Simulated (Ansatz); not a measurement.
Ansatz (an electronic-structure program) input:
A basis named .json is the Basis Set Exchange file of that set.

Ansatz 0.2 input:
```yaml
crystal:
  periodic: [false, false, false]
  atoms:
    - {symbol: O, position_ang: [2.17259498, 0.54600707, -0.79189138]}
    - {symbol: C, position_ang: [0.85029820, 0.74060628, -0.44177705]}
    - {symbol: C, position_ang: [0.05683396, 1.78557940, -0.54995134]}
    - {symbol: C, position_ang: [-1.27774738, 1.48426879, -0.10670712]}
    - {symbol: C, position_ang: [-1.57729462, 0.23867600, 0.36598309]}
    - {symbol: Se, position_ang: [-0.10643127, -0.93708762, 0.30291062]}
    - {symbol: H, position_ang: [2.52055848, -0.13996869, -0.21184077]}
    - {symbol: H, position_ang: [-2.06699749, 2.23582012, -0.11600120]}
    - {symbol: H, position_ang: [-2.52819879, -0.09771185, 0.75872678]}
basis:
  gaussian:
    orbitals: cc-pVTZ
    fitting: {mean_field: def2-universal-jkfit, correlation: cc-pVTZ-RIFIT.json}
total_charge: -1
magnetization: {spin_polarized: false}
correlation: {method: mp2, electrons: outside_noble_gas}
```

Problem. What final total energy does it print?

Solution. -2628.98213 Eh (RI-MP2/cc-pVTZ). The basis has 235 functions.

It need not be the lowest isomer of its formula. Whether it binds its extra electron was not tested at this geometry.
